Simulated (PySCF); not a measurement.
Computed shifts of a molecule C5H6, PBE/pcSseg-1 run with PySCF, GIAO, gas phase, equivalent atoms averaged, in ppm (number of nuclei): ¹³C: 144.2 (1), 124.4 (1), 84.6 (1), 74.0 (1), 31.9 (1). ¹H: 6.27 (1), 5.57 (2), 3.52 (1), 3.12 (1), 1.99 (1). References: ¹³C against TMS (σ = 182.0 ppm); ¹H against TMS (σ = 31.49 ppm), references at their B3LYP-D3(BJ)/def2-TZVP geometries, non-relativistic. Geometry: B3LYP-D3(BJ)/def2-SVP. One conformer was computed; it need not be the lowest.

**Question.** Which molecule gave these data?
(A) C#CCC=C
(B) C=CC#CC
(C) C#CC1CC1
(D) C1=CCC=C1

**Answer.** A, C#CCC=C
